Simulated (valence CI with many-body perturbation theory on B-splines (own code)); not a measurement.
Ta⁶⁷⁺: calculated level list

Level of theory: relativistic CI+MBPT: four valence electrons over a frozen Dirac-Fock core [He], radial functions for each j: 11 s, 11 p, 10 d, 8 f, 5 g, 2 h, with the one-electron correlation potential Σ1, the two-electron term Σ2, the three-electron term Σ3, Breit, model QED; selected CI, second order for the rest, scaled by the run's own slope (own B-spline code, finite nucleus).

No measured spectrum was set against this ion. As an estimate, large intervals hold to a few tenths of a per cent, small ones and those within an open d or f shell to about a per cent. Among the levels kept, up to 1300 cm⁻¹ of a level comes from second order outside the variational space, and about a tenth of that is noise between levels of different J, which matters for small intervals.

Levels 136 to 180 of 219, with energies above the lowest level, (2s^2 2p1/2^2) J=0. "Leading %" is the weight of the configuration and term that name the level; weights of strongly mixed levels are sums over their largest components and can fall short. In the jj column 3d3/2^4 stands for four electrons in 3d with j = 3/2. Lifetimes count E1, E2, E3, M1 and M2 decay at the calculated energies, and are blank where another channel may lead or the interval is too uncertain; long ones can be off by a factor of two.

```tsv
No.	Configuration	Term	J	E (eV)	Leading %	Second component	Lifetime	g	Leading jj
136	2s.2p2.3s	3S	1	13140	68	15 % 2s.2p2.3s 5P	5.09 fs	1.946	2s 2p3/2^2 3s (100 %)
137	2s.2p2.3p	3D°	3	13142	42	20 % 2s.2p2.3p 5D°	2.44 fs	1.290	2s 2p3/2^2 3p1/2 (100 %)
138	2s.2p2.3s	1P	1	13147	41	31 % 2s.2p2.3s 3D	3.03 fs	0.967	2s 2p3/2^2 3s (100 %)
139	2s.2p2.3s	3P	2	13151	62	18 % 2s.2p2.3s 1D	9.54 fs	1.355	2s 2p3/2^2 3s (99 %)
140	2s.2p2.3s	1S	0	13172	68	32 % 2s.2p2.3s 3P	6.86 fs		2s 2p3/2^2 3s (99 %)
141	2s.2p2.3p	3P°	1	13248	33	18 % 2s.2p2.3p 3S°	2.36 fs	1.300	2s 2p3/2^2 3p1/2 (99 %)
142	2s.2p2.3p	3P°	0	13248	79	16 % 2s.2p2.3p 5D°	95.6 fs		2s 2p3/2^2 3p1/2 (100 %)
143	2s.2p2.3p	3P°	1	13248	50	22 % 2s.2p2.3p 1P°	2.43 fs	1.287	2s 2p3/2^2 3p1/2 (99 %)
144	2s.2p2.3p	3D°	2	13250	32	22 % 2s.2p2.3p 3F°	3.83 fs	1.042	2s 2p3/2^2 3p1/2 (99 %)
145	2p3.3s	5S°	2	13370	54	32 % 2p3.3s 3D°	12.1 fs	1.571	2p1/2 2p3/2^2 3s (99 %)
146	2p3.3s	3S°	1	13381	54	43 % 2p3.3s 3D°	3.49 fs	1.298	2p1/2 2p3/2^2 3s (97 %)
147	2p3.3s	3D°	3	13392	98		9.91 fs	1.299	2p1/2 2p3/2^2 3s (98 %)
148	2p3.3s	1D°	2	13403	64	35 % 2p3.3s 3D°	3.82 fs	1.025	2p1/2 2p3/2^2 3s (99 %)
149	2p3.3p	5P	1	13450	46	22 % 2p3.3p 3D	1.28 fs	1.635	2p1/2 2p3/2^2 3p1/2 (99 %)
150	2p3.3s	3P°	0	13453	100		7.57 fs		2p1/2 2p3/2^2 3s (100 %)
151	2p3.3s	3P°	1	13453	65	33 % 2p3.3s 1P°	5.65 fs	1.299	2p1/2 2p3/2^2 3s (98 %)
152	2p3.3p	3F	2	13458	34	21 % 2p3.3p 5P	1.28 fs	1.194	2p1/2 2p3/2^2 3p1/2 (99 %)
153	2p3.3p	3F	3	13474	44	33 % 2p3.3p 1F	1.28 fs	1.078	2p1/2 2p3/2^2 3p1/2 (99 %)
154	2s.2p2.3p	5D°	4	13514	63	37 % 2s.2p2.3p 3F°	175 fs	1.379	2s 2p3/2^2 3p3/2 (100 %)
155	2s.2p2.3p	3D°	3	13518	52	34 % 2s.2p2.3p 5P°	4.68 fs	1.388	2s 2p3/2^2 3p3/2 (99 %)
156	2p3.3p	3P	2	13518	50	22 % 2p3.3p 1D	1.55 fs	1.296	2p1/2 2p3/2^2 3p1/2 (99 %)
157	2s.2p2.3p	3P°	1	13530	37	31 % 2s.2p2.3p 3S°	2.16 fs	1.534	2s 2p3/2^2 3p3/2 (98 %)
158	2p3.3p	3D	1	13530	73	22 % 2p3.3p 1P	1.29 fs	0.630	2p1/2 2p3/2^2 3p1/2 (99 %)
159	2s.2p2.3p	3P°	2	13562	45	21 % 2s.2p2.3p 1D°	2.00 fs	1.356	2s 2p3/2^2 3p3/2 (98 %)
160	2s2.2p.4s	3P°	0	13577	100		6.81 fs		2s^2 2p1/2 4s (100 %)
161	2s2.2p.4s	3P°	1	13578	67	33 % 2s2.2p.4s 1P°	5.94 fs	1.305	2s^2 2p1/2 4s (100 %)
162	2p3.3p	3P	0	13582	65	34 % 2p3.3p 1S	1.57 fs		2p1/2 2p3/2^2 3p1/2 (99 %)
163	2s.2p2.3d	3D	2	13612	25	24 % 2s.2p2.3d 5D	744 as	1.375	2s 2p3/2^2 3d3/2 (99 %)
164	2s2.2p.4p	3D	1	13613	74	22 % 2s2.2p.4p 1P	10.3 fs	0.636	2s^2 2p1/2 4p1/2 (100 %)
165	2s.2p2.3d	5D	3	13614	26	18 % 2s.2p2.3d 3F	723 as	1.270	2s 2p3/2^2 3d3/2 (96 %)
166	2s.2p2.3d	5P	1	13616	43	20 % 2s.2p2.3d 3P	641 as	1.834	2s 2p3/2^2 3d3/2 (99 %)
167	2s.2p2.3d	3F	4	13617	39	24 % 2s.2p2.3d 5F	703 as	1.195	2s 2p3/2^2 3d3/2 (98 %)
168	2s.2p2.3p	3P°	0	13622	60	38 % 2s.2p2.3p 1S°	47.7 fs		2s 2p3/2^2 3p3/2 (100 %)
169	2s.2p2.3p	3D°	3	13627	62	16 % 2s.2p2.3p 3F°	2.73 fs	1.240	2s 2p3/2^2 3p3/2 (99 %)
170	2s2.2p.4p	3P	0	13628	67	33 % 2s2.2p.4p 1S	10.6 fs		2s^2 2p1/2 4p1/2 (100 %)
171	2s.2p2.3p	3P°	2	13629	71	6 % 2s.2p2.3p 5D°	14.7 fs	1.406	2s 2p3/2^2 3p3/2 (100 %)
172	2s.2p2.3p	1P°	1	13639	49	20 % 2s.2p2.3p 3P°	1.87 fs	1.163	2s 2p3/2^2 3p3/2 (98 %)
173	2s.2p2.3p	3P°	2	13641	45	22 % 2s.2p2.3p 1D°	23.6 fs	1.350	2s 2p3/2^2 3p3/2 (100 %)
174	2s.2p2.3p	1P°	1	13673	35	24 % 2s.2p2.3p 3S°	5.50 fs	1.190	2s 2p3/2^2 3p3/2 (99 %)
175	2s.2p2.3d	5F	5	13693	63	37 % 2s.2p2.3d 3G	455 fs	1.300	2s 2p3/2^2 3d5/2 (100 %)
176	2s.2p2.3d	3F	4	13697	52	33 % 2s.2p2.3d 5D	116 fs	1.292	2s 2p3/2^2 3d5/2 (99 %)
177	2s.2p2.3d	3P	0	13704	83	14 % 2s.2p2.3d 5D	1.34 fs		2s 2p3/2^2 3d5/2 (59 %)
178	2s.2p2.3d	3D	1	13708	46	17 % 2s.2p2.3d 3P	718 as	0.838	2s 2p3/2^2 3d3/2 (83 %)
179	2s.2p2.3d	3F	3	13717	33	25 % 2s.2p2.3d 3G	763 as	1.029	2s 2p3/2^2 3d3/2 (77 %)
180	2s.2p2.3d	3D	2	13719	34	17 % 2s.2p2.3d 3F	790 as	1.071	2s 2p3/2^2 3d3/2 (88 %)
```

Where two levels of one J and parity lie close, their mixing, g and order are uncertain.
